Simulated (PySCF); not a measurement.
thionyl fluoride (F₂OS), SMILES O=S(F)F. Atoms are numbered in the order given.

```xyz
4

O      1.3643     0.3468     0.0000
S      0.1599    -0.4034     0.0000
F     -0.7485     0.2044     1.1520
F     -0.7485     0.2044    -1.1520
```
Charge 0, spin multiplicity 1.

Geometry optimised at PBE0-D3(BJ)/def2-TZVP.

Computed with PySCF with PBE/def2-TZVPD.

Symmetry labels are those of the subgroup Cs that the program uses (full group Cs).

Computed valence orbital energies around the gap with their symmetry:
```json
[
 {"orbital": "HOMO−7", "symmetry": "A'", "energy (eV)": "-13.80"},
 {"orbital": "HOMO−6", "symmetry": "A'", "energy (eV)": "-13.06"},
 {"orbital": "HOMO−5", "symmetry": "A'", "energy (eV)": "-11.90"},
 {"orbital": "HOMO−4", "symmetry": "A\"", "energy (eV)": "-11.58"},
 {"orbital": "HOMO−3", "symmetry": "A\"", "energy (eV)": "-10.97"},
 {"orbital": "HOMO−2", "symmetry": "A'", "energy (eV)": "-10.01"},
 {"orbital": "HOMO−1", "symmetry": "A\"", "energy (eV)": "-9.44"},
 {"orbital": "HOMO", "symmetry": "A'", "energy (eV)": "-8.23"},
 {"orbital": "LUMO", "symmetry": "A\"", "energy (eV)": "-2.33"},
 {"orbital": "LUMO+1", "symmetry": "A'", "energy (eV)": "-1.22"},
 {"orbital": "LUMO+2", "symmetry": "A'", "energy (eV)": "0.05"},
 {"orbital": "LUMO+3", "symmetry": "A'", "energy (eV)": "0.16"}
]
```
